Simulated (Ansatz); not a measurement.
PBE exchange is replaced step by step with exact exchange (0 % is PBE, 25 % PBE0; no dispersion term), basis def2-TZVP, Ansatz. System: Cd₂S₂ (the lowest singlet isomer of a short search). The state is a singlet with charge 0. Geometry: r2SCAN-D4/def2-SVP, each spin state at its own.

Left out: 25 %, where a state is spin-contaminated, unstable or flagged.

The relaxed quintet has other bonds than the singlet, so its gap is one between isomers.

Geometry of the singlet:

Cartesian coordinates in Å:
```
Cd -0.684 -0.864 -2.028
Cd 0.683 0.863 2.029
S -0.517 1.006 -0.254
S 0.518 -1.005 0.253
```

In the def2 sets Cd takes a core potential; there is no spin–orbit coupling. Another isomer (singlet) lies 0.06 eV lower at PBE-D4/def2-TZVP.

| exact exchange (%) | HOMO (eV) | LUMO (eV) | gap (eV) | triplet − singlet (kJ/mol) | quintet − singlet (kJ/mol) |
| --- | --- | --- | --- | --- | --- |
| 0 | -4.65 | -4.20 | 0.44 | -0.7 | 165.7 |
| 5 | -4.87 | -4.11 | 0.77 | -2.1 | 161.8 |
| 10 | -5.10 | -4.01 | 1.09 | -3.5 | 157.8 |
| 15 | -5.32 | -3.91 | 1.41 | -4.8 | 153.5 |
| 35 | -6.11 | -3.53 | 2.58 | -10.7 | 133.3 |
| 50 | -6.29 | -3.24 | 3.04 | -15.3 | 105.9 |
